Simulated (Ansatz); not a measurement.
Si(CCH)2Me2 (C₆H₈Si), 15 atoms. Hardware: 4 threads of Intel Xeon on a shared host.

Correlated methods freeze 11 core orbitals.

How many basis functions does each of these Ansatz runs have, and roughly what does it cost? CCSD(T)/def2-SVP, charge 1 doublet at the geometry of the charge 0 singlet, energy, from earlier orbitals; r2SCAN-D4/def2-TZVP, charge 0 singlet, energy, from earlier orbitals; PBE0-D4/def2-SVP, charge 0 singlet, energy, from earlier orbitals; PBE0-D4/def2-TZVP, charge 0 singlet, energy, from earlier orbitals; RPA@PBE/def2-TZVP, charge 0 singlet, energy, from earlier orbitals; LC-ωPBE/def2-TZVP, charge 1 doublet at the geometry of the charge 0 singlet, energy, from earlier orbitals; PBE0-D4/def2-TZVP, charge 1 doublet at the geometry of the charge 0 singlet, energy; PBE-D4/def2-TZVP, charge 0 singlet, energy, from earlier orbitals; CCSD(T)/def2-SVP, charge 0 singlet, energy, from earlier orbitals; MP2/def2-TZVP, charge 0 singlet, energy, from earlier orbitals; HF/6-31G, charge 0 singlet, energy; LC-ωPBE/def2-TZVP, charge 0 singlet, energy and forces, from earlier orbitals.

Other jobs shared the machine, so times can vary by a factor of up to 3. A dash marks memory too small to be measured apart from the calling script's.

| run | functions | fitting or Cholesky vectors | wall time | peak host memory (GiB) |
| --- | --- | --- | --- | --- |
| HF/6-31G, charge 0 singlet, energy | 83 | 1158 | 0.75 s | – |
| PBE0-D4/def2-SVP, charge 0 singlet, energy, from earlier orbitals | 142 | 1608 | 2.2 s | – |
| PBE-D4/def2-TZVP, charge 0 singlet, energy, from earlier orbitals | 271 | 1684 | 2.9 s | – |
| r2SCAN-D4/def2-TZVP, charge 0 singlet, energy, from earlier orbitals | 271 | 1684 | 5.5 s | – |
| PBE0-D4/def2-TZVP, charge 0 singlet, energy, from earlier orbitals | 271 | 1700 | 5.5 s | 0.81 |
| LC-ωPBE/def2-TZVP, charge 0 singlet, energy and forces, from earlier orbitals | 271 | 1684 | 6 s | 0.61 |
| MP2/def2-TZVP, charge 0 singlet, energy, from earlier orbitals | 271 | 1800 | 6.5 s | 0.77 |
| RPA@PBE/def2-TZVP, charge 0 singlet, energy, from earlier orbitals | 271 | 1800 | 9 s | 0.77 |
| LC-ωPBE/def2-TZVP, charge 1 doublet at the geometry of the charge 0 singlet, energy, from earlier orbitals | 271 | 1684 | 21 s | 1.4 |
| CCSD(T)/def2-SVP, charge 0 singlet, energy, from earlier orbitals | 142 | 1461 | 21 s | 1.1 |
| PBE0-D4/def2-TZVP, charge 1 doublet at the geometry of the charge 0 singlet, energy | 271 | 1700 | 29 s | 1.5 |
| CCSD(T)/def2-SVP, charge 1 doublet at the geometry of the charge 0 singlet, energy, from earlier orbitals | 142 | 1461 | 80 s | 2.7 |
